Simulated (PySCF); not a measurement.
Si(CCH)2(Cl)(F) (C₄H₂ClFSi), SMILES C#C[Si](F)(Cl)C#C. The structure is a stationary point at ωB97X-D3(BJ)/def2-SVP. The structure was generated by enumeration, and PubChem lists no compound with its InChIKey, so it may never have been made.

Computed with ωB97X-D3(BJ)/def2-SVP (PySCF 2.14.0).

Harmonic wavenumbers (cm⁻¹): 90, 113, 122, 181, 241, 313, 350, 390, 403, 523, 687, 736, 784, 785, 791, 791, 935, 2209, 2209, 3469, 3469. Rotational constants (GHz): 1.716, 1.591, 1.169; symmetry number 1.

Work out the zero-point energy and the ideal-gas rigid-rotor harmonic-oscillator thermochemistry at 298.15 K and 1 atm.

ZPE = ½ Σ hcν = ½ × 19593 cm⁻¹ = 28.01 kcal/mol. H − E(el) = 33.79 kcal/mol. Entropy in cal/(mol K): translation 40.56, rotation 29.00, vibration 20.72, total 90.27. G − E(el) = 6.88 kcal/mol. Cp = 29.56 cal/(mol K). Modes under 150 cm⁻¹ make the vibrational entropy uncertain.
